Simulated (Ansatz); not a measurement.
Reaction (ligand exchange at the Si–O bond): `C[Si](O)(O)Cl` + HBr → `C[Si](O)(Cl)Br` + H₂O

Computed with Ansatz on PBE0-D4/def2-TZVP structures; ΔE is electronic, products minus reactants. CCSD(T)/CBS adds triple-zeta CCSD(T) − MP2 to the extrapolated MP2 energy (def2 sets, frozen cores). This one scheme is used for every species. DFT in def2-TZVPP. B3LYP here is the variant with VWN-RPA as its local correlation; programs differ in this. HSE06 is defined as in plane-wave codes. For Br outer-core shells are correlated without core-valence functions, which leaves a few kJ/mol of doubt a bond. Scalar relativity is left out up to krypton. Each species was taken in one conformer, which may not be the lowest.

```
             level  ΔE (kJ/mol)  difference from CCSD(T)/CBS
       LDA (SPW92)         15.6                          6.4
            PBE-D4          5.7                         -3.5
         revPBE-D4          4.6                         -4.6
           BLYP-D4         14.6                          5.4
         r2SCAN-D4         14.4                          5.2
           PBE0-D4          7.0                         -2.2
          B3LYP-D4         15.4                          6.2
        r2SCANh-D4         14.1                          4.9
          HSE06-D4          6.6                         -2.6
          BHLYP-D4         16.8                          7.6
      CAM-B3LYP-D4         22.6                         13.4
           ωB97X-V         15.4                          6.2
           ωB97M-V         14.6                          5.4
            B2PLYP         18.5                          9.3
          PBE-QIDH         10.6                          1.4
               PBE          9.0                         -0.2
            revPBE          7.3                         -1.9
              BLYP         20.7                         11.5
            r2SCAN         15.0                          5.8
              PBE0         10.0                          0.8
             B3LYP         21.1                         11.9
           r2SCANh         14.9                          5.7
           r2SCAN0         14.7                          5.5
         CAM-B3LYP         26.0                         16.8
           LC-ωPBE         15.9                          6.7
RPA@PBE/def2-TZVPP         19.6                         10.4
      MP2/def2-SVP         13.7                          4.5
     CCSD/def2-SVP         19.5                         10.3
  CCSD(T)/def2-SVP         18.2                          9.0
     HF/def2-TZVPP         26.7                         17.5
    MP2/def2-TZVPP         10.2                          1.0
SCS-MP2/def2-TZVPP         15.5                          6.3
   CCSD/def2-TZVPP         19.5                         10.3
CCSD(T)/def2-TZVPP         17.3                          8.1
     HF/def2-QZVPP         27.4                         18.2
    MP2/def2-QZVPP          5.7                         -3.5
SCS-MP2/def2-QZVPP         11.6                          2.4
      HF/CBS(def2)         27.5                         18.3
     MP2/CBS(def2)          2.0                         -7.2
    CCSD/CBS(def2)         11.4                          2.2
       CCSD(T)/CBS          9.2                            0
```

Largest T1 diagnostic among the species: 0.010.

At CCSD(T), def2-SVP lies +9.0 kJ/mol from the extrapolated value and def2-TZVPP +8.2 kJ/mol. Leaving LDA and LC-ωPBE aside and taking each functional with its dispersion term where it has one, the values spread over 18.0 kJ/mol, from revPBE-D4 to CAM-B3LYP-D4. LDA lies +6.6 kJ/mol from PBE without D4.

CCSD(T)/CBS has its own doubt, a few kJ/mol and more with outer-core shells, so smaller differences from it don't rank the levels.
